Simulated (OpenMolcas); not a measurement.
## Levels of Ti²⁺ by method

```yaml
Program: OpenMolcas
Basis: ANO-RCC-VTZP [6s5p3d2f1g]
Scalar_Hamiltonian: DKH2, point nucleus
Active_space: 2 electrons in 10 orbitals (3d 4d)
State_averaging: 2S+1 = 3 even, 10 roots; 2S+1 = 1 even, 15 roots
Spin-orbit_coupling: state interaction with AMFI integrals over the reference wave functions, term energies averaged over their components
```

Methods on the same reference wave functions:
A. CASSCF
B. XMS-CASPT2, IPEA 0.25 Eh, imaginary shift 0.1 Eh (closed shells correlated: 3s 3p)

Energies in eV above 3d² ³F₂, the measured ground level; measured values from Corliss and Sugar, J. Phys. Chem. Ref. Data 8, 1 (1979).

| Level | A | B | Measured |
| --- | --- | --- | --- |
| 3d² ³F₂ | 0.0000 | 0.0000 | 0.0000 |
| 3d² ³F₃ | 0.0241 | 0.0242 | 0.0229 |
| 3d² ³F₄ | 0.0555 | 0.0556 | 0.0521 |
| 3d² ¹D₂ | 1.3501 | 1.112 | 1.0506 |
| 3d² ³P₀ | 1.6221 | 1.384 | 1.3066 |
| 3d² ³P₁ | 1.6302 | 1.392 | 1.3147 |
| 3d² ³P₂ | 1.6472 | 1.409 | 1.3293 |
| 3d² ¹G₄ | 2.0805 | 1.870 | 1.7851 |
| 3d² ¹S₀ | 4.9132 | 4.194 | 4.0264 |

Deviations, from unrounded energies. A percentage is the sum of absolute deviations over the sum of measured energies, with the sign that they share, or ± where signs differ.

```tsv
Against measurement	Levels	A	B
mean absolute deviation (cm-1)	8	2500	560
fine structure of the ground term (%)	2	+6.0	+6.2
other terms of the ground configuration (%)	6	+22.5	+5.1
```

B lies closest to measurement on these levels. The largest miss of B in the table is 3d² ¹S₀, by +1300 cm-1. The ranking rests on the paired levels alone, and a cruder setting can come out closer through cancelling errors.

From A to B the spin-free energies of the other terms of 3d² shown, above ³F, scale by factors of 0.82 to 0.90, as is usual when dynamic correlation screens the repulsion within a d or f shell.

The lowest spin-free term lies below A's lowest term by 0.299 hartree in B.

CASPT2 breaks the degeneracy within a term, and the mean is taken; among the terms shown or strongly mixed into the levels shown the widest spread is 930 cm-1 (3d² ³F, B). Active for correlation alone: 4d; no level in the range computed is led by a configuration that fills it, so any true level of that kind is missing. Without dynamic correlation excited terms often stand tens of per cent too high (terms of higher spin than the ground term too low), and those without a measured partner can miss by more than the paired ones (holds for A). Computed and measured levels are paired by configuration, term and J; levels that our copy of the source lacks, or whose pairing is in doubt (as where it misses far off the trend of its configuration), stay unpaired and out of the deviations. Levels of configurations outside the active space are missing.
